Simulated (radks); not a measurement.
Task: Mo XV, configuration [Ar] 3d10 (the NIST ground configuration). All-electron calculation, scalar-relativistic Kohn-Sham, r2SCAN, spin-polarised, spherical densities, finite nucleus; meta-GGA in the generalised Kohn-Sham scheme; Fermi nuclear charge, rms radius 4.4091 fm. Program: a radial shooting solver on a logarithmic mesh with Libxc functionals. Some entries of the table are withheld. Estimate them.

| orbital | occ. | eigenvalue (eV) | <1/r> (bohr^-1) | <r^2> (bohr^2) |
|---|---|---|---|---|
| 1s | 2 | -20183.27 | 43.55 | 0.001669 |
| 2s | 2 | -3127.029 | 9.829 | 0.02777 |
| 2p | 6 | -2826.687 | 9.541 | 0.02188 |
| 3s | 2 | -781.7679 | 3.408 | 0.2053 |
| 3p | 6 | -681.8137 | 3.246 | 0.2085 |
| 3d | 10 | (1) | (2) | 0.1941 |
| 4s | 0 | -311.2905 | (3) | 1.003 |
| 4p | 0 | -278.5565 | (4) | (5) |

Result: 
(1) 3d eigenvalue (eV): -520.3510
(2) 3d <1/r> (bohr^-1): 3.027
(3) 4s <1/r> (bohr^-1): 1.478
(4) 4p <1/r> (bohr^-1): 1.388
(5) 4p <r^2> (bohr^2): 1.106
